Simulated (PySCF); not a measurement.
Si(F)(SH)3 (FH₃S₃Si), SMILES F[Si](S)(S)S. Geometry: r2SCAN-D4/def2-SVP. The structure was generated by enumeration, and PubChem lists no compound with its InChIKey, so it may never have been made. The values are those of a single conformer.

Computed equilibrium geometry at r2SCAN-D4/def2-SVP (PySCF confirms it by a frequency run) as bond lengths and angles, and its point group (one conformer of several):
point group C3.
Atoms: F1 Si2 S3 S4 S5 H6 H7 H8. Bond lengths (Å): F1–Si2 1.626, Si2–S3 2.124, Si2–S4 2.124, Si2–S5 2.124, S3–H6 1.355, S4–H7 1.355, S5–H8 1.355. Angles (°): F1–Si2–S3 109.2, F1–Si2–S4 109.2, F1–Si2–S5 109.2, S3–Si2–S4 109.8, S3–Si2–S5 109.8, S4–Si2–S5 109.8, Si2–S3–H6 93.7, Si2–S4–H7 93.7, Si2–S5–H8 93.7.
Charge 0, spin multiplicity 1.
